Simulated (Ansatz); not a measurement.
Calculated with Ansatz (gas phase, PBE0-D4/def2-TZVP geometries, no zero-point term in ΔE). CCSD(T)/CBS is the MP2 limit (def2-TZVPP, def2-QZVPP) plus CCSD(T) − MP2 in def2-TZVPP, frozen cores. One conformer a species, not always the lowest.

Reaction (substitution at a C–C bond): `CC1C=COC1` + `O[SiH](F)S[SiH2]Cl` → `CO[SiH](F)S[SiH2]Cl` + `C1=COCC1`

| species | MP2/def2-TZVPP energy (Eh) |
| --- | --- |
| `CC1C=COC1` | -269.99373 |
| `O[SiH](F)S[SiH2]Cl` | -1612.98926 |
| `CO[SiH](F)S[SiH2]Cl` | -1652.18887 |
| `C1=COCC1` | -230.76747 |

Work out ΔE.

ΔE = (-1652.18887) + (-230.76747) − (-269.99373) − (-1612.98926) = 0.02665 Eh = +70.0 kJ/mol. CCSD(T)/CBS gives +64.4 kJ/mol.

Largest T1 diagnostic among the species: 0.012.

The D4 term adds +3.4 kJ/mol with B3LYP and +1.7 kJ/mol with PBE0; it sums over pairs of atoms, weighted by their polarisabilities, and B3LYP, whose exchange is more repulsive, gets the larger term. In def2-TZVPP, CCSD(T) changes the Hartree–Fock value by +14.4 kJ/mol (the triples alone add +1.5 kJ/mol) and MP2 by +21.2 kJ/mol.

B3LYP here is the variant with VWN-RPA as its local correlation; programs differ in this.
